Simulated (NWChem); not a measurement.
Species: C4H7 cation

```xyz
11

C     -1.1552     0.8111     0.0014
C     -0.0004     0.0375    -0.0031
C      1.1754     0.7792     0.0030
C     -0.0176    -1.4603    -0.0061
H     -2.1526     0.3545     0.0336
H     -1.1088     1.9060    -0.0192
H      2.1601     0.2954     0.0364
H      1.1594     1.8750    -0.0177
H     -0.9558    -1.8527     0.4073
H      0.0773    -1.8341    -1.0384
H      0.8197    -1.8704     0.5748
```
Atoms are numbered in this order, from 1.

All runs: NWChem. STO-3G and 3-21G are far too small for this property and stand as cheap habits. Geometry: optimised at PBE0/def2-SVP. GIAO values for the isolated, static molecule; σ is the absolute isotropic shielding, δ = σ(reference) − σ with the isolated reference molecule computed at the same levels (13C: tetramethylsilane, 1H: tetramethylsilane).

For level Hartree-Fock/STO-3G:

| Property | Value |
|---|---|
| δ C1 (ppm) | 207.8 |
| δ C2 (ppm) | 138.5 |
| δ C4 (ppm) | 25.5 |
| δ H5 (ppm) | 11.81 |
| δ H7 (ppm) | 11.84 |
| δ H8 (ppm) | 11.66 |
| δ H9 (rotor mean) (ppm) | 3.12 |

### Question
How do the values read with level PBE0/pcSseg-1 instead?

### Answer
| Quantity | Value |
|---|---|
| δ C1 (ppm) | 242.3 |
| δ C2 (ppm) | 170.6 |
| δ C4 (ppm) | 20.7 |
| δ H5 (ppm) | 10.09 |
| δ H7 (ppm) | 10.10 |
| δ H8 (ppm) | 9.67 |
| δ H9 (rotor mean) (ppm) | 3.01 |
